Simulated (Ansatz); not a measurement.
C2H5GaO (`C=[C](O)[GaH2]`), relaxed with RKS PBE0-D4/def2-TZVP in the Gaussian-basis code of Ansatz from a GFN2-xTB geometry. The force threshold is 0.005 eV/Å; the program also tests the step.

Charge 0, multiplicity 1.

Start:

```xyz
9

C     1.512   -0.456    0.078
C     0.397    0.271    0.106
O     0.418    1.616    0.377
Ga   -1.432   -0.478   -0.261
H     2.491   -0.043    0.267
H     1.440   -1.512   -0.138
H    -0.491    1.961    0.350
H    -2.593    0.629   -0.168
H    -1.742   -1.988   -0.612
```

```json
{"step": "1", "energy (eV)": "-56569.1905", "largest force (eV/Å)": "1.007", "largest move (Å)": "0.000"}
{"step": "2", "energy (eV)": "-56569.2367", "largest force (eV/Å)": "0.427", "largest move (Å)": "0.053"}
{"step": "3", "energy (eV)": "-56569.2504", "largest force (eV/Å)": "0.114", "largest move (Å)": "0.070"}
{"step": "4 (rejected)", "energy (eV)": "-56569.2442", "largest force (eV/Å)": "0.475", "largest move (Å)": "0.054"}
{"step": "5", "energy (eV)": "-56569.2532", "largest force (eV/Å)": "0.058", "largest move (Å)": "0.026"}
{"step": "6", "energy (eV)": "-56569.2555", "largest force (eV/Å)": "0.039", "largest move (Å)": "0.053"}
{"step": "7", "energy (eV)": "-56569.2561", "largest force (eV/Å)": "0.024", "largest move (Å)": "0.021"}
{"step": "8", "energy (eV)": "-56569.2561", "largest force (eV/Å)": "0.013", "largest move (Å)": "0.008"}
{"step": "9", "energy (eV)": "-56569.2561", "largest force (eV/Å)": "0.001", "largest move (Å)": "0.004"}
```

End:

```xyz
9

C     1.418   -0.470    0.065
C     0.337    0.316    0.103
O     0.501    1.641    0.395
Ga   -1.426   -0.465   -0.258
H     2.415   -0.085    0.258
H     1.315   -1.523   -0.163
H    -0.351    2.081    0.388
H    -2.674    0.494   -0.204
H    -1.535   -1.989   -0.582
```

Run time 34 s (2 threads of an AMD EPYC 7B13 on a shared host); peak host memory 0.42 GiB.
